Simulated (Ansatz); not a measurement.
Isolated molecules relaxed with PBE0-D4/def2-TZVP in Ansatz; ΔE leaves out vibrations. CCSD(T)/CBS is the MP2 limit (def2-TZVPP, def2-QZVPP) plus CCSD(T) − MP2 in def2-TZVPP, frozen cores. Each species was taken in one conformer, which may not be the lowest.

Consider the redistribution: `BBC` + `O[Si](Cl)(Cl)Cl` → `BBO` + `C[Si](Cl)(Cl)Cl`.

`BBC`:

Z-matrix (Å, degrees):
```
C
B 1 1.564
H 1 1.091 2 116.3
H 1 1.100 2 106.4 3 120.0
H 1 1.095 2 111.4 3 -126.3
B 2 1.639 1 128.0 3 -9.5
H 2 1.210 1 116.2 3 172.3
H 6 1.201 2 122.0 1 93.1
H 6 1.201 2 122.4 1 -89.2
```

`O[Si](Cl)(Cl)Cl`:

```xyz
6

O    -0.592    0.960    0.743
Si   -0.029   -0.247   -0.174
Cl    0.968    0.460   -1.795
Cl    1.247   -1.433    0.871
Cl   -1.632   -1.318   -0.766
H     0.038    1.577    1.121
```

`BBO`:

Z-matrix (Å, degrees):
```
B
B 1 1.671
H 1 1.200 2 122.0
H 1 1.200 2 122.0 3 -174.5
O 2 1.357 1 123.3 3 -92.7
H 2 1.214 1 118.1 3 87.3
H 5 0.960 2 113.4 1 -180.0
```

`C[Si](Cl)(Cl)Cl`:

```xyz
8

C    -0.825   -0.570   -0.311
Si    0.621    0.429    0.234
Cl    2.241    0.052   -0.946
Cl    0.201    2.421    0.124
Cl    1.117   -0.014    2.161
H    -1.081   -0.324   -1.343
H    -0.588   -1.634   -0.248
H    -1.685   -0.360    0.328
```

```
          species  CCSD(T)/CBS(def2) energy (Eh)
            `BBC`                      -91.20122
`O[Si](Cl)(Cl)Cl`                    -1744.40331
            `BBO`                     -127.16606
`C[Si](Cl)(Cl)Cl`                    -1708.45088
```

Task: Work out ΔE.

Result: ΔE = (-127.16606) + (-1708.45088) − (-91.20122) − (-1744.40331) = -0.01241 Eh = -32.6 kJ/mol.

Largest T1 diagnostic among the species: 0.013.

Leaving LDA and LC-ωPBE aside and taking each functional with its dispersion term where it has one, the values, not all of them listed here, spread over 10.8 kJ/mol, from PBE-D4 to B97M-V. At CCSD(T), def2-SVP lies −27.8 kJ/mol from the extrapolated value and def2-TZVPP −2.6 kJ/mol. From BLYP to BHLYP (50 % exact exchange), in def2-TZVPP and without D4, ΔE moves by +3.4 kJ/mol.
